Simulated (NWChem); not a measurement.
Species: LiOH; SMILES [Li][OH]

```xyz
3

Li    -0.7681    -0.7187    -0.6607
O      0.1917     0.1794     0.1649
H      0.7808     0.7305     0.6716
```
Atoms are numbered in this order, from 1.

All runs: NWChem. Coordinates come from a PBE0/def2-SVP optimisation. Vertical excitations in the gas phase; the lowest state need not have the same character in each row.

For level PBE/aug-cc-pVDZ, TDA:

| Item | Result |
|---|---|
| lowest excitation, singlet (eV) | 3.45 |
| orbital gap (eV) | 3.47 |

What are these values for level PBE/def2-SVP, TDA?


- lowest excitation, singlet (eV): 2.93
- orbital gap (eV): 3.00
